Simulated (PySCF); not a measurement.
GeO2, SMILES [O]=[Ge]=[O]. Geometry optimised at TPSSh-D3(BJ)/def2-TZVP.

TDA-B3LYP/def2-SVPD in PySCF puts the lowest singlet excitations at 3.99, 3.99, 5.47, 5.47, 5.83, 5.94 eV.

Problem. What are the lowest excitation roots from ADC(2)/aug-cc-pVDZ (PySCF)? (Estimate from the structure and the level; the computed values follow.)

Solution. 3.92, 3.92, 5.52, 5.52, 5.58, 5.61 eV. S1 differs by -0.08 eV (second minus first; roots are paired by order, and the bases may differ).
